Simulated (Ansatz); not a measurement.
Vertical ionisation energy (eV) of eight silicon and germanium compounds: PBE beside PBE0, computed with Ansatz (a program for electronic structure) for isolated molecules in the bases named; differences from unrounded values. The eight are the first of their class met in an unordered collection, after screening for sound electronic states; none was chosen by its value. Functionals give these values as differences of separate SCF runs (ΔSCF), EOM-CCSD as a root; each molecule has one DFT geometry for both levels.

| molecule | basis | PBE0 | PBE | difference |
|---|---|---|---|---|
| CH₈FNOSi₂, SMILES O[SiH2]N[SiH2]CF | def2-SVPD | 9.59 | 9.16 | -0.43 |
| Si(Me)(OH)2(SH) (CH6O2SSi), SMILES C[Si](O)(O)S | def2-SVPD | 9.80 | 9.52 | -0.28 |
| germylsulfanylgermane (Ge₂H₆S), SMILES [GeH3][S][GeH3] | def2-SVPD | 9.15 | [?] | [?] |
| FGeH5OSi, SMILES [SiH2]([O][GeH3])F | def2-SVPD | 10.82 | 10.32 | -0.50 |
| Si(H)(Me)2(SH) (C2H8SSi), SMILES C[SiH](C)S | def2-SVPD | 9.31 | [?] | [?] |
| BClH4O2Si, SMILES OB([SiH2]Cl)O | def2-SVPD | 10.38 | [?] | [?] |
| C2H7NOSi2, SMILES O([SiH2][SiH2]C)C#N | def2-SVPD | 10.14 | 9.72 | -0.42 |
| C2H10O2Si2, SMILES CO[Si@@H](O)C[SiH3] | def2-SVPD | 10.15 | 9.58 | -0.57 |

Task: What belongs in the gaps? (Estimate from the structure and the level; the computed values follow.)

Result: 
- BClH4O2Si, SMILES OB([SiH2]Cl)O, PBE: 9.94
- BClH4O2Si, SMILES OB([SiH2]Cl)O, difference: -0.44
- germylsulfanylgermane (Ge₂H₆S), SMILES [GeH3][S][GeH3], PBE: 9.00
- germylsulfanylgermane (Ge₂H₆S), SMILES [GeH3][S][GeH3], difference: -0.15
- Si(H)(Me)2(SH) (C2H8SSi), SMILES C[SiH](C)S, PBE: 9.09
- Si(H)(Me)2(SH) (C2H8SSi), SMILES C[SiH](C)S, difference: -0.22

PBE lies below PBE0 in 8 and above it in 0 of the eight; the mean signed difference is -0.38 and the largest -0.57 eV.
